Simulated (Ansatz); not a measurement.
C₄H₁₂GeO, singlet, geometry from GFN2-xTB, atoms displaced at random by about 0.03 Å a coordinate; R2SCAN/STO-3G, gradient (Ansatz, a first-principles code).

The Ansatz input:
Ansatz 0.2 input:
```yaml
crystal:
  periodic: [false, false, false]
  atoms:
    - {symbol: C, position_ang: [-2.35014615, -0.81417252, 0.91336928]}
    - {symbol: C, position_ang: [-1.49500944, 0.45065292, 0.90155375]}
    - {symbol: Ge, position_ang: [0.26423599, 0.15016498, -0.09446334]}
    - {symbol: C, position_ang: [1.42841250, 1.73185507, -0.02971387]}
    - {symbol: C, position_ang: [1.21251488, -1.51426697, 0.55399058]}
    - {symbol: O, position_ang: [-0.02747888, -0.04236720, -1.86575544]}
    - {symbol: H, position_ang: [-3.27389432, -0.60520375, 1.34904180]}
    - {symbol: H, position_ang: [-1.86777240, -1.58836430, 1.45289912]}
    - {symbol: H, position_ang: [-2.58489419, -1.14495043, -0.17868911]}
    - {symbol: H, position_ang: [-1.22174079, 0.66263993, 1.86093273]}
    - {symbol: H, position_ang: [-2.01553538, 1.28155654, 0.35024232]}
    - {symbol: H, position_ang: [2.30766851, 1.50671625, -0.62535466]}
    - {symbol: H, position_ang: [1.75665243, 1.95293030, 0.93240206]}
    - {symbol: H, position_ang: [0.95921306, 2.55582600, -0.47001098]}
    - {symbol: H, position_ang: [0.57420351, -2.41781952, 0.37147157]}
    - {symbol: H, position_ang: [2.10776295, -1.74192462, 0.01671765]}
    - {symbol: H, position_ang: [1.43072633, -1.48531909, 1.59355663]}
    - {symbol: H, position_ang: [-0.48822622, -0.75511519, -2.10504011]}
basis:
  gaussian:
    orbitals: STO-3G
hamiltonian:
  xc: r2scan
output: {forces: true}
```

The log (banner, timings and long lists left out):

```
Functional definition: r2SCAN
703 factors; integrals over basis functions are off by at most 3.1e-5 eV
mean field evaluation 1: about -62167.5051 eV, gradient 6.0e1 eV
mean field evaluation 2: about -62166.5779 eV, gradient 5.5e1 eV
mean field evaluation 4: about -62176.5318 eV, gradient 6.0e0 eV
mean field evaluation 8: about -62176.5005 eV, gradient 5.5e-2 eV
mean field -62176.50055459 eV, -2284.9442506355 hartree, gradient 4.6e-5 eV, S^2 0.000000; 0 other end points of the search recorded, 0 dependent functions left out
the calculation of the forces begins
reference -62176.50056255 eV, -2284.9442509281 hartree; 38, 38 occupied and 17, 17 virtual orbitals, 703 factors
Total energy: -62176.50056255 eV, -2284.9442509281 hartree
Atom 0 at    -2.350146    -0.814173     0.913369 Å, force     0.325640     0.142722    -4.254902 eV/Å
Atom 1 at    -1.495009     0.450653     0.901554 Å, force     1.486364    -0.688893    -5.404479 eV/Å
Atom 2 at     0.264236     0.150165    -0.094463 Å, force    -0.109515    -0.753599    -0.825813 eV/Å
Atom 3 at     1.428413     1.731855    -0.029714 Å, force    -0.913722    -4.002837    -1.606432 eV/Å
Atom 4 at     1.212515    -1.514267     0.553991 Å, force    -2.880373     0.526165    -1.664729 eV/Å
Atom 5 at    -0.027479    -0.042367    -1.865755 Å, force     5.961348     9.147729     4.108944 eV/Å
Atom 6 at    -3.273894    -0.605204     1.349042 Å, force    -2.447133     0.341723     1.312967 eV/Å
Atom 7 at    -1.867772    -1.588364     1.452899 Å, force     0.703118    -1.437472     0.682506 eV/Å
Atom 8 at    -2.584894    -1.144950    -0.178689 Å, force     0.591591     0.308419     2.172257 eV/Å
Atom 9 at    -1.221741     0.662640     1.860933 Å, force     0.579212     1.548618     3.644315 eV/Å
Atom 10 at    -2.015535     1.281557     0.350242 Å, force     0.349398    -0.555075     1.078018 eV/Å
Atom 11 at     2.307669     1.506716    -0.625355 Å, force     0.392222     0.013264    -0.235076 eV/Å
Atom 12 at     1.756652     1.952930     0.932402 Å, force     0.596041     0.661642     2.379445 eV/Å
Atom 13 at     0.959213     2.555826    -0.470011 Å, force    -1.036969     1.892802    -0.744259 eV/Å
Atom 14 at     0.574204    -2.417820     0.371472 Å, force     0.215374     0.825699     0.335226 eV/Å
Atom 15 at     2.107763    -1.741925     0.016718 Å, force     1.193624     0.275918    -0.602818 eV/Å
Atom 16 at     1.430726    -1.485319     1.593557 Å, force     0.326562     0.119613     1.441133 eV/Å
Atom 17 at    -0.488226    -0.755115    -2.105040 Å, force    -5.332781    -8.366441    -1.816301 eV/Å
Dipole moment:    -0.098906    -0.164315     0.136085 e Å
```
